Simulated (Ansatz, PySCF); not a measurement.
Gas-phase reaction in SMILES: [Cl][Ge]([Br])([Br])[Br] [tribromo(chloro)germane] + 4 [H][H] (H2) -> 3 Br (HBr) + Cl (HCl) + [GeH4] (GeH4)
Structures are relaxed separately at B3LYP-D3(BJ)/def2-TZVP in Ansatz (a first-principles code). Frequencies are from Ansatz or PySCF.

Property: energy of full hydrogenation (enthalpy at 298 K, with B3LYP-D3(BJ) rigid-rotor harmonic-oscillator terms), in kJ/mol. Valence correlation only, unless marked. Spin-orbit coupling is left out. The frozen core is the preceding noble-gas configuration, with the filled d and f shells of earlier blocks. No relativistic terms. CBS marks a two-point X^-3 extrapolation of the correlation energy; Hartree-Fock from the larger set.

```
level                                        program  energy of full hydrogenation (kJ/mol)  minus last row
------------------------------------  --------------  -------------------------------------  --------------
HF/def2-TZVPPD                                Ansatz                                  181.2           -68.3
PBE0-D3(BJ)/def2-TZVP                 Ansatz + dftd3                                  239.1           -10.4
PBE0/def2-TZVP                                Ansatz                                  221.4           -28.1
BHLYP-D3(BJ)/def2-TZVPD               Ansatz + dftd3                                  234.4           -15.1
BHLYP-D4/def2-TZVPD                   Ansatz + dftd4                                  238.5           -11.0
BHLYP/def2-TZVPD                              Ansatz                                  199.3           -50.2
HSE06/def2-TZVPD                              Ansatz                                  216.8           -32.7
B2GP-PLYP/def2-TZVPD                          Ansatz                                  243.1            -6.4
B2PLYP/def2-TZVPD                             Ansatz                                  235.7           -13.8
RI-MP2/def2-QZVPPD                            Ansatz                                  278.8            29.3
RI-MP2/CBS(def2-TZVPPD,def2-QZVPPD)           Ansatz                                  285.3            35.8
SCS-MP2/def2-QZVPPD                           Ansatz                                  253.6             4.1
CCSD(T)/def2-SVP                              Ansatz                                  185.0           -64.5
CCSD(T)/def2-QZVPP                            Ansatz                                  242.1            -7.4
CCSD(T)/CBS(def2-TZVPPD,def2-QZVPPD)          Ansatz                                  249.5             0.0
```
